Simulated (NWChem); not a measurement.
Program: NWChem. System: H₃ClPbSi, charge 0, spin multiplicity 1, displaced from the optimised geometry. The structure started from a generated list of species. Level: RHF/def2-SVP with def2 effective core potentials on Pb, spin-restricted.

Job file:

```
start mol
memory heap 200 mb stack 800 mb global 1000 mb
geometry units angstroms nocenter noautoz noautosym
  Pb     0.104948    -0.550597     0.000000
  Cl     1.620671     1.432961     0.000000
  Si    -2.055211     1.159361     0.000000
  H     -1.995225     2.039326     1.212203
  H     -3.192976     0.580976     0.000000
  H     -1.995225     2.039326    -1.212203
end
basis spherical
  * library def2-svp
end
ecp
  Pb library def2-ecp
end
scf
  rhf
  nopen 0
  maxiter 100
  thresh 1e-7
  semidirect memsize 60000000 filesize 0
end
task scf energy
```

Part of the output:

```
             Northwest Computational Chemistry Package (NWChem) 7.3.0
             --------------------------------------------------------

                                NWChem Input Module
                                -------------------

 Scaling coordinates for geometry "geometry" by  1.889725989
 (inverse scale =  0.529177249)

                             Geometry "geometry" -> ""
                             -------------------------

 Output coordinates in angstroms (scale by  1.889725989 to convert to a.u.)

  No.       Tag          Charge          X              Y              Z
 ---- ---------------- ---------- -------------- -------------- --------------
    1 Pb                  82.0000     0.10494800    -0.55059700     0.00000000
    2 Cl                  17.0000     1.62067100     1.43296100     0.00000000
    3 Si                  14.0000    -2.05521100     1.15936100     0.00000000
    4 H                    1.0000    -1.99522500     2.03932600     1.21220300
    5 H                    1.0000    -3.19297600     0.58097600     0.00000000
    6 H                    1.0000    -1.99522500     2.03932600    -1.21220300

 Effective nuclear repulsion energy (a.u.)     609.9520075857

            Nuclear Dipole moment (a.u.)
            ----------------------------
        X                 Y               Z
 ---------------- ---------------- ----------------
     0.3793870586     0.1928748830     0.0000000000


 Summary of "ao basis" -> "" (spherical)
 ------------------------------------------------------------------------------
       Tag                 Description            Shells   Functions and Types
 ---------------- ------------------------------  ------  ---------------------
 *                          def2-svp                  on all atoms

 Summary of "ao basis" -> "ao basis" (spherical)
 ------------------------------------------------------------------------------
       Tag                 Description            Shells   Functions and Types
 ---------------- ------------------------------  ------  ---------------------
 Pb                         def2-svp                10       26   4s4p2d
[...]
  ----- ------------  ---------------      ----- ------------  ---------------
    12      0.309164  1 Pb py                11     -0.268507  1 Pb px
     3     -0.262010  1 Pb s                 56     -0.234205  3 Si py
     4     -0.206440  1 Pb s                 38     -0.204161  2 Cl py
    15      0.200699  1 Pb py                52      0.198699  3 Si px
    48      0.187587  3 Si s                  1      0.177928  1 Pb s

 Vector   29  Occ=0.000000D+00  E=-1.486607D-02
              MO Center=  2.9D-02, -4.8D-01,  1.0D-14, r^2= 4.4D+00
   Bfn.  Coefficient  Atom+Function         Bfn.  Coefficient  Atom+Function
  ----- ------------  ---------------      ----- ------------  ---------------
    16      0.710865  1 Pb pz                13      0.399086  1 Pb pz
    39     -0.221613  2 Cl pz                10     -0.165108  1 Pb pz
     7     -0.162172  1 Pb pz

 Vector   30  Occ=0.000000D+00  E= 6.712508D-02
              MO Center= -4.5D-02, -5.7D-01, -5.2D-15, r^2= 5.4D+00
   Bfn.  Coefficient  Atom+Function         Bfn.  Coefficient  Atom+Function
  ----- ------------  ---------------      ----- ------------  ---------------
    14      0.826506  1 Pb px                15      0.544908  1 Pb py
    30     -0.463700  2 Cl s                 38      0.359833  2 Cl py
     3      0.246878  1 Pb s                 37      0.225050  2 Cl px
    11      0.200956  1 Pb px                55      0.166755  3 Si px
    12      0.161225  1 Pb py

 Vector   31  Occ=0.000000D+00  E= 1.049053D-01
              MO Center= -1.7D-01, -4.6D-01,  2.6D-14, r^2= 7.4D+00
   Bfn.  Coefficient  Atom+Function         Bfn.  Coefficient  Atom+Function
  ----- ------------  ---------------      ----- ------------  ---------------
    48      1.249765  3 Si s                 15     -1.075810  1 Pb py
    55      0.821395  3 Si px                14      0.817288  1 Pb px
     4     -0.688260  1 Pb s                 56     -0.503684  3 Si py
     3     -0.329517  1 Pb s                  1      0.244853  1 Pb s
    30      0.229847  2 Cl s                 37     -0.213805  2 Cl px

 center of mass
 --------------
 x =   0.09492989 y =  -0.18811900 z =   0.00000000

 moments of inertia (a.u.)
 ------------------
         647.891669244043          22.034052361184           0.000000000000
          22.034052361184         831.629731014687           0.000000000000
           0.000000000000           0.000000000000        1458.367351596655

  Mulliken analysis of the total density
  --------------------------------------

    Atom       Charge   Shell Charges
 -----------   ------   -------------------------------------------------------
    1 Pb  22    21.43   2.99 -0.94  1.23  0.60  3.36  2.63  0.94  0.52  9.75  0.36
    2 Cl  17    17.48   2.00  1.99  1.18  0.80  5.94  2.05  3.51  0.01
    3 Si  14    13.68   2.00  1.99  0.93  0.27  5.94  1.25  1.13  0.15
    4 H    1     1.12   0.73  0.38  0.01
    5 H    1     1.17   0.84  0.32  0.02
    6 H    1     1.12   0.73  0.38  0.01

       Multipole analysis of the density wrt the origin
       ------------------------------------------------

     L   x y z        total         open         nuclear
     -   - - -        -----         ----         -------
     0   0 0 0      0.000000      0.000000     56.000000

     1   1 0 0     -0.757582      0.000000    -11.519991
     1   0 1 0     -1.582677      0.000000     62.621522
     1   0 0 1     -0.000000      0.000000      0.000000

     2   2 0 0    -46.856831      0.000000    436.332311
     2   1 1 0     -0.896218      0.000000    -18.363373
     2   1 0 1      0.000000      0.000000      0.000000
     2   0 2 0    -45.854350      0.000000    246.581110
     2   0 1 1     -0.000000      0.000000      0.000000
     2   0 0 2    -39.146170      0.000000     10.494902

 Task  times  cpu:        2.3s     wall:        2.3s

 Total times  cpu:        2.3s     wall:        2.3s
```
